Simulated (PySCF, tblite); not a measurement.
Isomers of C2H12OP2Si2. Computed values, GFN2-xTB/tblite, gas phase, harmonic and unscaled. The method is semi-empirical: single wavenumbers can be off by several per cent or more. Modes of hydrogen on phosphorus and silicon can be 10 to 20 % off. One conformer each.

Electronic energies: PBE0/pcSseg-1 single points on the GFN2-xTB geometries (PySCF, gas phase).

```
             SMILES  electronic energy, lowest = 0 (kJ/mol)
CC[Si](P)(P)O[SiH3]                                    57.6
 C[SiH2]CO[SiH](P)P                                   211.3
 [SiH3]COC[SiH](P)P                                   378.3
C[SiH](C)O[SiH](P)P                                     0.0
  P[SiH2]CCO[SiH2]P                                   235.3
```

Task: How do GFN2-xTB zero-point energies change the relative energies?

Result: 
```json
{"SMILES": "C[SiH](C)O[SiH](P)P", "ZPE (kJ/mol)": "341.3", "of it from modes above 1550 cm⁻¹": "191.4", "electronic (kJ/mol)": "0.0", "with ZPE, lowest = 0 (kJ/mol)": "0.0", "lowest mode (cm⁻¹)": "13i", "rings": "0"}
{"SMILES": "CC[Si](P)(P)O[SiH3]", "ZPE (kJ/mol)": "338.8", "of it from modes above 1550 cm⁻¹": "186.2", "electronic (kJ/mol)": "57.6", "with ZPE, lowest = 0 (kJ/mol)": "55.0", "lowest mode (cm⁻¹)": "18", "rings": "0"}
{"SMILES": "C[SiH2]CO[SiH](P)P", "ZPE (kJ/mol)": "336.3", "of it from modes above 1550 cm⁻¹": "184.7", "electronic (kJ/mol)": "211.3", "with ZPE, lowest = 0 (kJ/mol)": "206.3", "lowest mode (cm⁻¹)": "20", "rings": "0"}
{"SMILES": "P[SiH2]CCO[SiH2]P", "ZPE (kJ/mol)": "334.4", "of it from modes above 1550 cm⁻¹": "179.5", "electronic (kJ/mol)": "235.3", "with ZPE, lowest = 0 (kJ/mol)": "228.4", "lowest mode (cm⁻¹)": "21", "rings": "0"}
{"SMILES": "[SiH3]COC[SiH](P)P", "ZPE (kJ/mol)": "330.1", "of it from modes above 1550 cm⁻¹": "178.1", "electronic (kJ/mol)": "378.3", "with ZPE, lowest = 0 (kJ/mol)": "367.1", "lowest mode (cm⁻¹)": "26", "rings": "0"}
```

The zero-point energies span 11.2 kJ/mol, from `[SiH3]COC[SiH](P)P` to `C[SiH](C)O[SiH](P)P`. Slightly imaginary modes are left out of the zero-point energy: `C[SiH](C)O[SiH](P)P` 12.5i cm⁻¹. The order is unchanged.

Task: And how do the electronic energies of GFN2-xTB itself compare?

Result: `C[SiH](C)O[SiH](P)P` 23.6; `CC[Si](P)(P)O[SiH3]` 0.0; `C[SiH2]CO[SiH](P)P` 176.8; `P[SiH2]CCO[SiH2]P` 139.7; `[SiH3]COC[SiH](P)P` 321.7 kJ/mol, lowest = 0. Against the energies above, taken from the same isomer `C[SiH](C)O[SiH](P)P`, the largest difference is 119.2 kJ/mol.
